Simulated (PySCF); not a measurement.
# Boron: a sound run and one with changed settings

Sound run: B+ [He] 2s2, B(2+) [He] 2s1. All numbers are calculated (PySCF 2.14, the non-relativistic Hamiltonian (point nucleus), in aug-cc-pVDZ (4s3p2d, 23 functions)). The sound run starts from symmetry-adapted Hartree-Fock orbitals and uses a fine grid where one is needed.

Changed run: radial step 0.3 in ln r (0.13 in the sound run). This setting is unsound on purpose.

```json
{"species": "B+", "method": "UHF", "sound run (hartree)": "-24.23501", "changed run (hartree)": "-24.23501", "converged": "yes"}
{"species": "B+", "method": "r2SCAN", "sound run (hartree)": "-24.31238", "changed run (hartree)": "-24.30999", "converged": "yes"}
{"species": "B+", "method": "M06-2X", "sound run (hartree)": "-24.34197", "changed run (hartree)": "-24.34200", "converged": "yes"}
{"species": "B(2+)", "method": "UHF", "sound run (hartree)": "-23.37168", "changed run (hartree)": "-23.37168", "converged": "yes"}
{"species": "B(2+)", "method": "r2SCAN", "sound run (hartree)": "-23.41931", "changed run (hartree)": "-23.41761", "converged": "yes"}
{"species": "B(2+)", "method": "M06-2X", "sound run (hartree)": "-23.43008", "changed run (hartree)": "-23.42825", "converged": "yes"}
```

Ionisation energy of B+:

```
method  sound run (eV)  changed run (eV)
   UHF          23.492            23.492
r2SCAN          24.302            24.283
M06-2X          24.814            24.864
```

A coarse radial grid mis-integrates the density and the exchange-correlation energy, with errors of either sign; Hartree-Fock needs no grid.

For comparison, NIST gives 25.155 eV between the lowest levels.
